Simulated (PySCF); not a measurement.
# SMILES CC[C@@]1(F)O[C@@H]1CF, C$_{5}$H$_{8}$F$_{2}$O

Geometry:
```csv
atom,x (Å),y (Å),z (Å)
C1,-1.911,0.842,-0.510
C2,-1.522,-0.437,0.228
C3,-0.086,-0.381,0.676
F4,0.108,0.535,1.672
O5,0.659,-1.526,0.828
C6,1.070,-0.641,-0.191
C7,2.390,0.070,-0.001
F8,2.584,0.935,-1.047
H9,-2.950,0.792,-0.820
H10,-1.784,1.704,0.140
H11,-1.289,0.981,-1.391
H12,-2.151,-0.568,1.111
H13,-1.641,-1.311,-0.414
H14,0.893,-0.994,-1.204
H15,2.403,0.656,0.923
H16,3.219,-0.645,-0.013
```

Computed, not measured: TDDFT PBE0/def2-SVPD circular dichroism and optical rotation, one conformer, gas phase in PySCF 2.14.0. Geometry: GFN2-xTB.

The molecule is flexible and this is one conformer; a measurement averages over conformers. States above about 8.6 eV (minus the energy of the highest occupied orbital) lie near or above the ionisation threshold and depend on the basis.

Question: Draw the ECD and absorption spectra from the lowest 8 states, each a Gaussian of half-width 0.25 eV at 1/e height.

Answer: 
```tsv
E (eV)	λ (nm)	Δε (L mol⁻¹ cm⁻¹)	ε (L mol⁻¹ cm⁻¹)
7.60	163	-0.64	42.8
7.75	160	-4.84	334
7.90	157	-17.34	1300
8.05	154	-27.84	2690
8.20	151	-13.19	3530
8.35	148	+13.68	3690
8.50	146	+18.03	3270
8.65	143	+2.47	3180
8.80	141	-10.30	5320
8.95	138	-10.92	9060
9.10	136	-2.91	9860
```
Δε uses R in velocity form, ε uses f in length form. Only the states computed contribute, so the short-wavelength end is incomplete.
